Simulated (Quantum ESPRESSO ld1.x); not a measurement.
Question: Radial electron density D(r) = 4 pi r^2 rho(r) of an atom or ion with 54 electrons. Calculated with ld1.x of Quantum ESPRESSO 7.5: scalar-relativistic Kohn-Sham, LDA (Slater exchange, Perdew-Wang correlation), spin-polarised, spherical densities, point nucleus.

r (bohr)  D(r) (e/bohr)
0.00229           8.890
0.003128          14.35
0.004239          22.16
0.005792          33.07
0.007849          46.06
0.01072           59.67
0.01453           69.35
0.01985           71.52
0.02691           66.44
0.03676           62.87
0.04982           72.07
0.06806           89.56
0.09224           90.92
0.126             72.63
0.1708            69.44
0.2333            79.39
0.3162            57.56
0.432             28.67
0.5855            30.37
0.7935            26.76
1.084             12.50
1.469             7.020
2.007             4.827
2.72              1.982
3.716            0.3690
5.036           0.02867
6.88          0.0006203

What is the nuclear charge?

Answer: Z = 55. The innermost maximum, from 1s, lies near gamma/Z bohr with gamma = sqrt(1 - (Z/c)^2) = 0.916, here 0.0167 bohr (found: 0.0183), and its height grows with Z. The density is that of the caesium ion Cs+ in [Xe]; the configuration itself is not fixed sharply by these data, and Z only to a few units. D(r) has 4 maxima, at r = 0.0183, 0.0805, 0.230, 0.650 bohr, and minima at 0.0353, 0.151, 0.476 bohr, inside which lie 1.97, 11.17, 28.93 electrons.
